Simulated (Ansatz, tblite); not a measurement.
Forces on the cluster Os4⁻ at its PBE0-D4/def2-SVPD geometry. The state is a doublet with charge -1.

In the def2 sets Os takes a core potential; there is no spin–orbit coupling. The xTB rows come from tblite. At r2SCAN-D4/def2-TZVPD the charge -1 doublet is spin-contaminated (final ⟨S²⟩ up to 3.51, 0.75 for a pure state). The geometry of the doublet was relaxed on an unsound state (⟨S²⟩ 3.62, where a pure state has 0.75). At PBE0-D4/def2-TZVPD a sextet of charge -1 lies 0.08 eV below the doublet, each at its own geometry. That sextet is doubtful there (⟨S²⟩ 9.62, where a pure state has 8.75). The structure comes from a short search, and lower isomers may exist.

GFN1-xTB (tblite), largest force 4.88 eV/Å:

```xyz
4
positions Å, forces eV/Å
Os   -0.457    1.455   -0.180    0.934    3.696    0.613
Os   -1.359   -0.574    0.391   -3.873   -2.834   -0.875
Os    0.844   -0.817    0.990    2.764    0.108    2.494
Os    0.972   -0.065   -1.201    0.175   -0.970   -2.231
```

GFN2-xTB (tblite), largest force 1.60 eV/Å:

```
Os 0.000 1.311 -0.002
Os -1.403 -0.780 0.005
Os 0.969 -0.322 0.800
Os 0.435 -0.210 -0.803
```

r2SCAN-D4/def2-TZVPD (Ansatz), largest force 0.37 eV/Å:

```
Os 0.240 -0.267 -0.072
Os -0.145 -0.062 0.131
Os -0.082 0.191 -0.297
Os -0.014 0.138 0.237
```
